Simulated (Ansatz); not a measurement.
Consider the ligand exchange at the In–I bond: `[In][I]` + HCl → `[Cl][In]` + HI.

Isolated molecules relaxed with PBE0-D4/def2-TZVP in Ansatz; ΔE leaves out vibrations. CCSD(T)/CBS is the MP2 limit (def2-TZVPP, def2-QZVPP) plus CCSD(T) − MP2 in def2-TZVPP, frozen cores. This one scheme is used for every species. Functionals use def2-TZVPP. Elements past krypton have def2 core potentials. For I, In outer-core shells are correlated without core-valence functions, which leaves a few kJ/mol of doubt a bond.

```tsv
level	ΔE (eV)
LDA (SPW92)	0.24
revPBE-D4	0.23
BLYP-D4	0.20
r2SCAN0-D4	0.26
r2SCAN0	0.26
MP2/def2-SVP	0.34
SCS-MP2/def2-QZVPP	0.27
CCSD/CBS(def2)	0.27
```

**Question.** What does CCSD(T)/CBS give? (An estimate is asked.)

**Answer.** Computed: +0.27 eV. The listed levels differ from it by -0.03, -0.04, -0.07, -0.01, -0.01, 0.07, 0.00, 0.00 eV.

Largest T1 diagnostic among the species: 0.015.

From BLYP to BHLYP (50 % exact exchange), in def2-TZVPP and without D4, ΔE moves by +0.05 eV. Leaving LDA and LC-ωPBE aside and taking each functional with its dispersion term where it has one, the values, not all of them listed here, spread over 0.15 eV, from B97M-V to PBE-QIDH.
